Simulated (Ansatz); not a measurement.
The cluster Si2B2 (the lowest singlet isomer of a short search) was relaxed with B3LYP-D4 (def2-TZVP) in Ansatz in these states: neutral quintet, neutral triplet. The geometries follow in no particular order.

A:

```xyz
4

B     0.757    0.220    0.008
B    -0.758   -0.220   -0.008
Si    0.435   -1.530    0.863
Si   -0.435    1.530   -0.863
```

B:

Cartesian coordinates in Å:
```
B 0.0981 -0.8200 -0.0179
B -0.0981 0.8201 0.0179
Si 0.5495 0.0288 1.6906
Si -0.5495 -0.0289 -1.6906
```

Problem. Judge from the bond lengths which geometry belongs to which state (an estimate).

Solution. A is the neutral triplet (B1–B2 1.578 Å, B2–Si4 1.974 Å, B2–Si3 1.974 Å); B is the neutral quintet (B1–B2 1.652 Å, B2–Si4 1.960 Å, B2–Si3 1.960 Å).

At PBE0-D4/def2-TZVP a broken-symmetry singlet lies 0.32 eV below the neutral triplet. At PBE0-D4/def2-TZVP a broken-symmetry singlet lies 1.77 eV below the neutral quintet. These are the stationary points nearest to one start from a short search; other shapes may lie lower in each state.
